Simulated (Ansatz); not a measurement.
```yaml
crystal:
  periodic: [false, false, false]
  atoms:
    - {symbol: C, position_ang: [2.868767, -0.642702, -1.269723]}
    - {symbol: C, position_ang: [1.893299, -0.156638, -0.729796]}
    - {symbol: Zr, position_ang: [0.141081, 0.676405, 0.226103]}
    - {symbol: Cl, position_ang: [0.591307, 2.839576, 0.950939]}
    - {symbol: C, position_ang: [-0.402998, -0.563577, 1.912581]}
    - {symbol: C, position_ang: [-0.711247, -1.276215, 2.848778]}
    - {symbol: C, position_ang: [-1.493280, 0.702865, -1.190269]}
    - {symbol: C, position_ang: [-2.411728, 0.699142, -1.987621]}
    - {symbol: H, position_ang: [3.724425, -1.070454, -1.743418]}
    - {symbol: H, position_ang: [-0.981626, -1.902826, 3.669620]}
    - {symbol: H, position_ang: [-3.218010, 0.694404, -2.687195]}
basis:
  gaussian: {orbitals: def2-SVP}
hamiltonian: {xc: {name: wB97M-V}}
output: {forces: true}
```

```sh
$ ansatz run in.yaml --threads 4 --pin off --events-out ev --progress --plain --max-ram 11315MiB
```

Shortened log:

```
Functional definition: wB97M-V
1517 factors; integrals over basis functions are off by at most 1.3e-3 eV
357 factors; integrals over basis functions are off by at most 7.3e-6 eV
mean field evaluation 1: about -20048.7536 eV, gradient 5.3e1 eV
mean field evaluation 2: about -20049.4990 eV, gradient 5.4e1 eV
mean field evaluation 4: about -20056.8331 eV, gradient 5.4e0 eV
mean field evaluation 8: about -20057.0839 eV, gradient 2.0e-1 eV
mean field evaluation 16: about -20057.0842 eV, gradient 3.3e-4 eV
mean field -20057.08422320 eV, -737.0842500226 hartree, gradient 7.8e-5 eV, S^2 0.000000; 0 other end points of the search recorded, 0 dependent functions left out
reference -20057.08431932 eV, -737.0842535548 hartree; 34, 34 occupied and 114, 114 virtual orbitals, 1517 factors
Total energy: -20057.08431932 eV, -737.0842535548 hartree
Atom 0 at     2.868767    -0.642702    -1.269723 Å, force     0.364449    -0.187491    -0.202915 eV/Å
Atom 1 at     1.893299    -0.156638    -0.729796 Å, force    -0.540504     0.273963     0.301169 eV/Å
Atom 2 at     0.141081     0.676405     0.226103 Å, force     0.006840     0.033280     0.009843 eV/Å
Atom 3 at     0.591307     2.839576     0.950939 Å, force     0.022293     0.106398     0.035525 eV/Å
Atom 4 at    -0.402998    -0.563577     1.912581 Å, force     0.171286     0.399307    -0.516929 eV/Å
Atom 5 at    -0.711247    -1.276215     2.848778 Å, force    -0.115538    -0.272494     0.348056 eV/Å
Atom 6 at    -1.493280     0.702865    -1.190269 Å, force     0.510223     0.007300     0.443673 eV/Å
Atom 7 at    -2.411728     0.699142    -1.987621 Å, force    -0.345252    -0.007647    -0.299125 eV/Å
Atom 8 at     3.724425    -1.070454    -1.743418 Å, force     0.291718    -0.143057    -0.161391 eV/Å
Atom 9 at    -0.981626    -1.902826     3.669620 Å, force    -0.092044    -0.210576     0.280261 eV/Å
Atom 10 at    -3.218010     0.694404    -2.687195 Å, force    -0.273470     0.001017    -0.238168 eV/Å
Dipole moment:    -0.072396    -0.347145    -0.115590 e Å
```

Hardware: 4 threads of an Arm Neoverse V1 on a shared host. Wall time 14 s, peak host memory 0.71 GiB.
